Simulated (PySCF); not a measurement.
PySCF input for GeOF₂, SMILES [O]=[Ge]([F])[F], PBE/pcSseg-2. Geometry optimised at B3LYP-D3(BJ)/def2-SVP.

```python
import numpy as np
from pyscf import gto, scf, dft
from pyscf.prop.nmr import rks as nmr

mol = gto.M(
    atom='''
    Ge   -0.00000000   -0.00000000    0.11326867
    O     0.00000000   -0.00000001    1.74095971
    F     0.00000000    1.32948815   -0.97512639
    F     0.00000000   -1.32948814   -0.97512641
    ''',
    basis='pcSseg-2',
    charge=0,
    spin=0,
    max_memory=1600,
    verbose=3,
)
mf = dft.RKS(mol, xc='pbe').density_fit(auxbasis='def2-universal-jkfit')
mf.grids.level = 3
mf.conv_tol = 1e-10
mf.max_cycle = 100
mf.kernel()
n = nmr.NMR(mf)
n.verbose = 2
n.max_cycle_cphf = 60
sigma = n.kernel()
print('atom   isotropic/ppm   span/ppm')
for i, s in enumerate(sigma):
    w = np.linalg.eigvalsh((s + s.T) / 2)
    print(f'{mol.atom_symbol(i):2s}{i + 1:3d} {w.mean():14.3f} {w[2] - w[0]:11.3f}')
```

Output:

```
converged SCF energy = -2351.5574430345
atom   isotropic/ppm   span/ppm
Ge  1       1420.268     985.220
O   2         36.213     354.742
F   3        225.097     304.852
F   4        225.097     304.852
```

The calculation finished and met its thresholds.
